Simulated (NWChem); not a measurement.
Molecule: CH3AlClFS; SMILES C[S][Al]([Cl])[F]

```xyz
8

Al    -0.2769     0.3976    -0.0002
Cl     0.4903     2.3332     0.0014
F     -1.9239     0.1775    -0.0007
S      0.9909    -1.3397    -0.0007
C     -0.2661    -2.6773    -0.0031
H     -1.2900    -2.2825     0.0002
H     -0.1131    -3.2973     0.8899
H     -0.1166    -3.2912    -0.9010
```
Atoms are numbered in this order, from 1.

Level: PBE0/def2-SVP (NWChem), optimised geometry, unscaled harmonic frequencies. 

Problem. List the harmonic frequencies with IR intensities, and the thermochemistry.

Solution. 
```csv
frequency (cm⁻¹),IR intensity (km/mol)
58,1.3
89,0.0
106,2.8
176,14.2
224,49.1
228,13.7
433,4.7
628,214.3
716,13.9
884,101.8
969,6.1
984,6.3
1338,9.1
1455,7.1
1457,8.3
3080,14.8
3197,0.6
3204,0.3
```

The zero-point energy comes out as 27.5 kcal/mol, the thermal correction to the enthalpy at 298.15 K (with zero-point energy) is 32.7 kcal/mol and the heat capacity Cv comes out as 22.1 cal/(mol K). The entropy at 298.15 K and 1 atm (symmetry number 1) is 88.4 cal/(mol K). The dipole moment comes out as 1.83 D.

Rigid rotor and harmonic oscillator; modes under 100 cm⁻¹ make the entropy uncertain.
